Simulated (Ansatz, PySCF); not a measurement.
YI₂, SMILES [I][Y][I] (connectivity only; charge and spin as stated), neutral, multiplicity 2. Atoms are numbered in the order given.

```xyz
3

Y      0.0000     0.0000     0.9481
I      0.0000    -2.4996    -0.3125
I      0.0000     2.4996    -0.3125
```
Charge 0, spin multiplicity 2.

Coordinates come from a r2SCAN-D4/def2-SVP optimisation. The def2 effective core potentials stand for the cores of I, Y; spin–orbit coupling is left out.

Two levels are set side by side: PBE-D3(BJ)/def2-SVP (Ansatz, a program for electronic structure) and r2SCAN-D4/def2-SVP (Ansatz). Each level has its own optimised geometry; the coordinates shown are those of the second. Frequencies come from the Hessian of PySCF at each geometry. Differences are taken from unrounded values.

| quantity | r2SCAN-D4 |
|---|---|
| mean bond length (Å) | 2.800 |
| bond Y1–I2 (Å) | 2.800 |
| bond Y1–I3 (Å) | 2.800 |
| highest harmonic wavenumber (cm⁻¹) | 238 |
| mean harmonic wavenumber (cm⁻¹) | 150 |
| zero-point energy (kcal/mol) | 0.64 |

Question: What does PBE-D3(BJ) give, and how far is it from r2SCAN-D4? (Estimate from the structure and the level; the computed values follow.)

Answer: 
| quantity | PBE-D3(BJ) | PBE-D3(BJ) minus r2SCAN-D4 |
|---|---|---|
| mean bond length (Å) | 2.796 | -0.003 |
| bond Y1–I2 (Å) | 2.796 | -0.003 |
| bond Y1–I3 (Å) | 2.796 | -0.003 |
| highest harmonic wavenumber (cm⁻¹) | 234 | -4 |
| mean harmonic wavenumber (cm⁻¹) | 147 | -3 |
| zero-point energy (kcal/mol) | 0.63 | -0.01 |

On these quantities the two levels nearly agree.
